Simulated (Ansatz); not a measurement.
**A relaxation, step by step**

BH₄Cl₂OF, closed shell, PBE0-D4/def2-TZVP (Ansatz 0.2.0). Settings:

```yaml
hamiltonian: {xc: pbe0, dispersion: d4}
relax: {f_tol: 0.005, max_steps: 200}
```

Start, a step off a saddle point along its unstable mode:

```csv
atom,x (Å),y (Å),z (Å)
B1,0.0163,0.7289,-0.3620
H2,-0.4776,-0.6169,-1.0405
Cl3,1.2373,1.1895,-1.5612
Cl4,-1.5873,1.5647,-0.4477
H5,0.4609,-1.1249,0.8840
O6,0.4271,0.3820,0.8899
H7,-0.3156,-1.0163,-0.6354
F8,0.3821,-1.8865,0.7100
H9,-0.1430,0.7793,1.5629
```

```
               step  energy less the last (meV)  largest force component (eV/Å)
                  1                      2779.0                          15.547
                  3                       586.4                           1.691
                  5                       253.6                           1.194
                  7                        35.9                           0.385
                  9                        17.5                           0.087
                 11                         8.8                           0.210
                 13                         3.6                           0.110
                 15                         1.7                           0.066
                 17                         0.9                           0.074
19 (rejected trial)                         1.0                           0.088
                 21                         0.3                           0.023
                 23                         0.2                           0.034
                 25                         0.1                           0.051
                 27                         0.0                           0.018
                 29                         0.0                           0.005
                 31                         0.0                           0.006
                 32                         0.0                           0.005
```

Step 15, positions (Å) and forces (eV/Å):

```
atom       x       y       z      Fx      Fy      Fz
  B1   0.153   1.334  -0.152  -0.003  -0.025   0.038
  H2  -1.270  -1.367  -1.514   0.030  -0.021   0.030
 Cl3   1.456   1.233  -1.294  -0.003   0.000   0.007
 Cl4  -1.180   2.445  -0.392   0.022  -0.021   0.013
  H5   0.904  -1.087   0.971   0.013  -0.061   0.000
  O6   0.192   0.531   0.941  -0.025   0.044  -0.066
  H7  -0.787  -1.718  -1.061  -0.027   0.021  -0.025
  F8   1.103  -1.999   0.982  -0.010   0.058  -0.002
  H9  -0.572   0.627   1.519   0.003   0.004   0.006
```

Step 29, positions (Å) and forces (eV/Å):

```csv
atom,x,y,z,Fx,Fy,Fz
B1,0.145,1.428,-0.128,0.005,-0.001,-0.003
H2,-1.206,-1.654,-1.542,0.000,0.000,0.000
Cl3,1.361,1.228,-1.350,-0.003,0.001,0.002
Cl4,-0.987,2.762,-0.182,-0.001,0.002,-0.001
H5,0.823,-1.082,0.914,0.000,-0.001,0.000
O6,0.093,0.525,0.880,-0.004,0.001,0.003
H7,-0.702,-1.918,-1.058,0.000,0.000,0.000
F8,1.084,-1.976,0.951,0.000,0.001,0.000
H9,-0.611,0.688,1.516,0.003,-0.001,-0.001
```

Step 31, positions (Å) and forces (eV/Å):

```json
{"atom": "B1", "x": "0.143", "y": "1.432", "z": "-0.126", "Fx": "0.003", "Fy": "-0.006", "Fz": "0.002"}
{"atom": "H2", "x": "-1.197", "y": "-1.670", "z": "-1.551", "Fx": "0.001", "Fy": "-0.001", "Fz": "0.001"}
{"atom": "Cl3", "x": "1.348", "y": "1.222", "z": "-1.358", "Fx": "-0.001", "Fy": "0.001", "Fz": "0.001"}
{"atom": "Cl4", "x": "-0.975", "y": "2.779", "z": "-0.168", "Fx": "0.000", "Fy": "0.001", "Fz": "0.000"}
{"atom": "H5", "x": "0.816", "y": "-1.081", "z": "0.913", "Fx": "0.000", "Fy": "-0.001", "Fz": "0.000"}
{"atom": "O6", "x": "0.089", "y": "0.527", "z": "0.879", "Fx": "-0.004", "Fy": "0.005", "Fz": "0.000"}
{"atom": "H7", "x": "-0.695", "y": "-1.930", "z": "-1.063", "Fx": "-0.001", "Fy": "0.001", "Fz": "-0.001"}
{"atom": "F8", "x": "1.079", "y": "-1.975", "z": "0.951", "Fx": "0.000", "Fy": "0.001", "Fz": "0.000"}
{"atom": "H9", "x": "-0.608", "y": "0.696", "z": "1.522", "Fx": "0.003", "Fy": "-0.001", "Fz": "-0.003"}
```

Last step (32):

B1  (0.143, 1.434, -0.125)
H2  (-1.195, -1.678, -1.553)
Cl3  (1.344, 1.222, -1.360)
Cl4  (-0.970, 2.786, -0.163)
H5  (0.814, -1.080, 0.912)
O6  (0.087, 0.527, 0.879)
H7  (-0.693, -1.935, -1.063)
F8  (1.077, -1.974, 0.951)
H9  (-0.608, 0.698, 1.524)
(Å)

Hardware: 4 CPU threads of an Intel Xeon Platinum 8259CL, shared host. Wall time about 93 s.
